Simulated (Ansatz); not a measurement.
`CC[SiH2]P` + HBr → `CC[SiH2]Br` + PH₃ at 500 K and 1 bar (cleavage of the Si–P bond).

Isolated molecules relaxed with PBE0-D4/def2-TZVP in Ansatz; ΔE leaves out vibrations. CCSD(T)/CBS is the MP2 limit (def2-TZVPP, def2-QZVPP) plus CCSD(T) − MP2 in def2-TZVPP, frozen cores. This one scheme is used for every species. For Br outer-core shells are correlated without core-valence functions, which leaves a few kJ/mol of doubt a bond. Scalar relativity is left out up to krypton. Each species was taken in one conformer, which may not be the lowest.

```csv
species,CCSD(T)/CBS energy (Eh),H − E (kJ/mol),S (J/(mol·K))
`CC[SiH2]P`,-711.54406,313.4,422.4
HBr,-2573.91920,30.5,213.7
`CC[SiH2]Br`,-2942.77097,263.2,404.8
PH₃,-342.72256,81.5,231.4
```

H − E and S are ideal-gas, rigid-rotor, harmonic terms from PBE0-D4/def2-TZVP, for one conformer and one mirror image of each species. 1 Eh = 2625.50 kJ/mol, R = 8.31446 J/(mol·K).

Task: By hand: ΔE, ΔH, ΔS and ΔG.

Result: ΔE = (-2942.77097) + (-342.72256) − (-711.54406) − (-2573.91920) = -0.03027 Eh = -79.5 kJ/mol. Δ(H − E) = 263.2 + 81.5 − 313.4 − 30.5 = 0.8, so ΔH = -78.7 kJ/mol. ΔS = 404.8 + 231.4 − 422.4 − 213.7 = 0.1 J/(mol·K). ΔG = -78.7 − 500 × (0.1)/1000 = -78.8 kJ/mol.

Task: By hand: the equilibrium constant, and the temperature at which ΔG would vanish if ΔH and ΔS stayed fixed.

Result: log₁₀ K = −ΔG/(RT ln 10) = 8.2. ΔH and −TΔS have one sign here, so there is no such temperature.

The number of gas molecules stays the same, so ΔS is small and ΔH decides. A doubt of 5 kJ/mol in ΔE shifts log₁₀ K by 0.5 here. Other conformers and mirror images would add mixing entropy, several J/(mol·K) or more a flexible species. These are equilibria of isolated gas molecules and say nothing of rates. Largest T1 diagnostic: 0.013 (customary marks: 0.02 for closed shells, 0.045 for open ones).

ΔS is within the doubt of such terms, so its sign, and with it that verdict, could turn.
